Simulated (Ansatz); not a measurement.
Cost and result for the atomization energy of FH$_{4}$O$_{2}$Si$_{2}$, SMILES `O[SiH](F)O[SiH2]` radical (9 atoms, 8 bonds).

```xyz
9

O     2.015    0.138    1.157
Si    1.023    0.395   -0.097
F     0.645    1.938   -0.203
O    -0.363   -0.425    0.069
Si   -1.991   -0.464   -0.152
H     1.691    0.240    2.053
H     1.745    0.005   -1.313
H    -2.334    0.054   -1.509
H    -2.429   -1.880   -0.005
```

Charge 0, multiplicity 2. The structure was optimised at the PBE0-D4/def2-TZVP level. It is one conformer, not always the lowest. Program: Ansatz. Hardware: A = 2 threads of an AMD EPYC 7R13 on a shared host; B = 2 threads of an AMD EPYC 7R13 on a shared host and a share of an NVIDIA H100 80 GB. Times are those of one run each, without the atoms' runs, and a repeat can differ threefold. Electronic energies, without spin–orbit coupling; frozen cores. CCSD(T)/CBS adds CCSD(T) − MP2 in def2-TZVPP to the MP2 limit, and its time is that of the two runs behind it. T1 = 0.013; ⟨S²⟩ of the reference is 0.75. B3LYP takes the VWN-RPA correlation (the form of Gaussian; ORCA's B3LYP/G).

CCSD(T)/CBS is a level of theory with its own doubt, some kJ/mol a heavy atom from the limit and from the frozen cores, so smaller differences don't rank the functionals.

| level | functions | wall time |
| --- | --- | --- |
| PBE-D4/def2-TZVPP (with forces) [A] | 233 | 5 s |
| PBE0-D4/def2-TZVPP [A] | 233 | 7.5 s |
| MP2/def2-QZVPP [B] | 431 | 9 s |
| r2SCAN-D4/def2-TZVPP (with forces) [A] | 233 | 9.5 s |
| B3LYP-D4/def2-TZVPP (with forces) [A] | 233 | 9.5 s |
| B2PLYP/def2-TZVPP [A] | 233 | 11 s |
| CCSD(T)/def2-TZVPP [B] | 233 | 11 s |
| ωB97X-V/def2-TZVPP [A] | 233 | 18 s |
| CCSD(T)/CBS(def2) | – | 20 s |
| ωB97M-V/def2-TZVPP (with forces) [A] | 233 | 20 s |

Question: What atomization energy does each give, and how far from CCSD(T)/CBS? (An estimate is asked.)

Answer: The calculation gave: 
```tsv
level	atomization (kJ/mol)	difference from CCSD(T)/CBS	per bond
PBE-D4/def2-TZVPP (with forces) [A]	3392.3	-12.6	-1.6
PBE0-D4/def2-TZVPP [A]	3326.8	-78.1	-9.8
MP2/def2-QZVPP [B]	3460.0	55.1	6.9
r2SCAN-D4/def2-TZVPP (with forces) [A]	3396.2	-8.7	-1.1
B3LYP-D4/def2-TZVPP (with forces) [A]	3366.5	-38.4	-4.8
B2PLYP/def2-TZVPP [A]	3347.2	-57.7	-7.2
CCSD(T)/def2-TZVPP [B]	3296.3	-108.6	-13.6
ωB97X-V/def2-TZVPP [A]	3394.2	-10.7	-1.3
CCSD(T)/CBS(def2)	3404.9	0.0	0.0
ωB97M-V/def2-TZVPP (with forces) [A]	3386.1	-18.8	-2.4
```

The D4 term adds +32.3 kJ/mol with B3LYP and +16.9 kJ/mol with PBE0; it sums over pairs of atoms, weighted by their polarisabilities, and B3LYP, whose exchange is more repulsive, gets the larger term. In def2-TZVPP, CCSD(T) changes the Hartree–Fock value by +805.3 kJ/mol (the triples alone add +45.4 kJ/mol) and MP2 by +901.9 kJ/mol; breaking electron pairs costs correlation energy, which Hartree–Fock lacks. From PBE to PBE0 (25 % exact exchange), in def2-TZVPP and without D4, the atomization energy moves by −62.5 kJ/mol: exact exchange takes away binding that semilocal exchange gives to molecules.
